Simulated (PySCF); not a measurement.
Sn(H)3(SeH) (H4SeSn), SMILES [SnH3][SeH]. Atoms are numbered in the order given.

```xyz
6

Sn     0.0007     1.0003     0.0000
Se    -0.0418    -1.5578     0.0000
H      0.8005     1.5666    -1.4013
H     -1.6416     1.4649     0.0000
H      0.8005     1.5666     1.4013
H      1.4277    -1.6460     0.0000
```

The structure is a stationary point at B3LYP-D3(BJ)/def2-TZVP. The def2 effective core potentials stand for the cores of Sn; spin–orbit coupling is left out.

The numbers are results of HF/def2-TZVPD (PySCF), not measurements.

Symmetry labels are those of the subgroup Cs that the program uses (full group Cs).

Computed valence orbital energies around the gap with their symmetry:
```
orbital  symmetry  energy (eV)
-------  --------  -----------
HOMO−7         A'       -36.28
HOMO−6         A'       -24.50
HOMO−5         A'       -18.25
HOMO−4         A'       -13.94
HOMO−3         A"       -12.65
HOMO−2         A'       -12.42
HOMO−1         A'       -10.92
HOMO           A"        -9.49
LUMO           A'         1.20
LUMO+1         A'         1.43
LUMO+2         A'         1.74
LUMO+3         A"         1.91
```
